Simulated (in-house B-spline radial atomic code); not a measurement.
Configurations of neutral iron, with energies counted from [Ar] (3d3/2)4 (3d5/2)2 4s2. Method: Dirac-Hartree-Fock, average of each configuration as written, Fermi nucleus of rms radius 3.7377 fm. Calculated with an all-electron radial atomic-structure program (B-spline basis). Energies include first-order Breit, QED and recoil terms.

Occupations are held fixed; configurations that lie above the ionisation limit could autoionise.

| configuration | E - E(ref) (eV) | highest orbital | its <r> (bohr) |
| --- | --- | --- | --- |
| [Ar] (3d5/2)6 4s2 | -0.10101 | 4s1/2 | 3.207 |
| [Ar] (3d3/2)2 (3d5/2)4 4s2 | 0.72604 | 4s1/2 | 3.204 |
| [Ar] (3d3/2)4 (3d5/2)2 4s1 (6f7/2)1 | 6.4932 | 6f7/2 | 47.95 |
| [Ar] (3d3/2)2 (3d5/2)3 4s2 (7f5/2)1 | 12.256 | 7f5/2 | 67.41 |
| [Ne] 3s2 (3p1/2)2 (3p3/2)3 (3d3/2)4 (3d5/2)3 4s2 | 56.307 | 4s1/2 | 3.182 |
| [Ne] 3s2 (3p1/2)2 (3p3/2)3 (3d5/2)6 4s2 7s1 | 70.733 | 7s1/2 | 28.7 |

**Question.** Order these further configurations by energy, lowest first.
A. [Ar] (3d3/2)3 (3d5/2)3 4s1 (5g9/2)1
B. [Ar] (3d3/2)4 (3d5/2)1 4s2 (4p3/2)1
C. [Ne] 3s2 (3p1/2)2 (3p3/2)3 (3d3/2)3 (3d5/2)3 4s2 (7g9/2)1
D. [Ar] (3d3/2)4 (3d5/2)2 4s1 (6g7/2)1
E. [Ar] (3d3/2)2 (3d5/2)4 4s1 (7g7/2)1

**Answer.** B (6.3281 eV), D (6.4935 eV), A (6.8906 eV), E (7.3277 eV), C (68.934 eV).

**Question.** How far above the reference does [Ar] (3d3/2)4 (3d5/2)1 4s2 (5d3/2)1 lie?

**Answer.** 10.542 eV; its least bound orbital is 5d3/2 with <r> = 20.35 bohr.

**Question.** Is the reference the lowest configuration at this level of theory?

**Answer.** No: [Ar] (3d5/2)6 4s2 lies 0.101 eV lower. Averages of configurations without correlation can order differently from the measured ground levels.
